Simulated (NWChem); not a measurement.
Molecule: CdIF; SMILES [F][Cd][I]

```xyz
3

Cd     0.4223    -0.8358     0.0000
F      1.0281    -2.6704     0.0000
I     -0.3839     1.6035     0.0000
```
Atoms are numbered in this order, from 1.

Structure relaxed at the PBE0/def2-SVP level. def2 effective core potentials on Cd, I; no spin-orbit coupling.

Q: List the 6 lowest vertical singlet excitations from BHandHLYP/def2-SVP with def2 effective core potentials on Cd, I, TDA (NWChem).

A: 
| state | energy (eV) | oscillator strength | leading excitation (squared amplitude) |
|---|---|---|---|
| S1 | 4.70 | 0.017 | HOMO → LUMO (0.98) |
| S2 | 4.70 | 0.017 | HOMO−1 → LUMO (0.98) |
| S3 | 6.39 | 0.040 | HOMO−2 → LUMO (0.46) |
| S4 | 6.49 | 0.000 | HOMO → LUMO+1 (0.29) |
| S5 | 6.51 | 0.000 | HOMO−1 → LUMO+2 (0.35) |
| S6 | 6.51 | 0.000 | HOMO−1 → LUMO+1 (0.35) |
